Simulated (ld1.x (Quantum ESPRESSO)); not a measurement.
Reading a pseudo-wave (scandium (Sc))

Columns: radius, all-electron u(r) and pseudo u(r) of the 4s shell (level -4.18 eV) of scandium in the configuration [Ar] 3d1 4s2 4p0; PBE, scalar-relativistic, PAW scheme, ld1.x (Quantum ESPRESSO) 7.5.

```json
{"r (bohr)": "0.202", "all-electron": "-0.1438", "pseudo": "-0.0424"}
{"r (bohr)": "0.405", "all-electron": "-0.0092", "pseudo": "-0.0855"}
{"r (bohr)": "0.607", "all-electron": "0.1919", "pseudo": "-0.1294"}
{"r (bohr)": "0.810", "all-electron": "0.2528", "pseudo": "-0.1748"}
{"r (bohr)": "1.012", "all-electron": "0.1942", "pseudo": "-0.2211"}
{"r (bohr)": "1.215", "all-electron": "0.0747", "pseudo": "-0.2686"}
{"r (bohr)": "1.418", "all-electron": "-0.0615", "pseudo": "-0.3165"}
{"r (bohr)": "1.620", "all-electron": "-0.1897", "pseudo": "-0.3635"}
{"r (bohr)": "1.822", "all-electron": "-0.2999", "pseudo": "-0.4088"}
{"r (bohr)": "2.025", "all-electron": "-0.3895", "pseudo": "-0.4512"}
{"r (bohr)": "2.228", "all-electron": "-0.4581", "pseudo": "-0.4892"}
{"r (bohr)": "2.430", "all-electron": "-0.5079", "pseudo": "-0.5212"}
{"r (bohr)": "2.632", "all-electron": "-0.5419", "pseudo": "-0.5462"}
{"r (bohr)": "2.835", "all-electron": "-0.5625", "pseudo": "-0.5632"}
{"r (bohr)": "3.037", "all-electron": "-0.5713", "pseudo": "-0.5713"}
{"r (bohr)": "3.240", "all-electron": "-0.5706", "pseudo": "-0.5706"}
{"r (bohr)": "3.442", "all-electron": "-0.5619", "pseudo": "-0.5619"}
{"r (bohr)": "3.645", "all-electron": "-0.5469", "pseudo": "-0.5469"}
{"r (bohr)": "3.847", "all-electron": "-0.5270", "pseudo": "-0.5270"}
{"r (bohr)": "4.050", "all-electron": "-0.5036", "pseudo": "-0.5036"}
{"r (bohr)": "4.252", "all-electron": "-0.4778", "pseudo": "-0.4778"}
{"r (bohr)": "4.455", "all-electron": "-0.4504", "pseudo": "-0.4504"}
{"r (bohr)": "4.658", "all-electron": "-0.4223", "pseudo": "-0.4223"}
{"r (bohr)": "4.860", "all-electron": "-0.3942", "pseudo": "-0.3942"}
{"r (bohr)": "5.062", "all-electron": "-0.3666", "pseudo": "-0.3666"}
{"r (bohr)": "5.265", "all-electron": "-0.3396", "pseudo": "-0.3396"}
```

**Question.** How many radial nodes do the two functions have?

**Answer.** The all-electron 4s function has n − l − 1 = 3 (the table is too coarse to show those close to the nucleus); the pseudo-wave has 0, since the states of the same l below it are removed with the core.

**Question.** At about which radius was the pseudo-wave matched?

**Answer.** 3.10 bohr, where the columns begin to agree (steps of 0.20 bohr).

**Question.** Where does each function peak?

**Answer.** Outermost all-electron maximum near 3.04 bohr, pseudo maximum near 3.04 bohr (to the table’s step).

**Question.** Is the pseudo-wave norm-conserving?

**Answer.** No, it belongs to a PAW set: the norm inside the radius is not constrained, and the difference is carried by the augmentation charge.
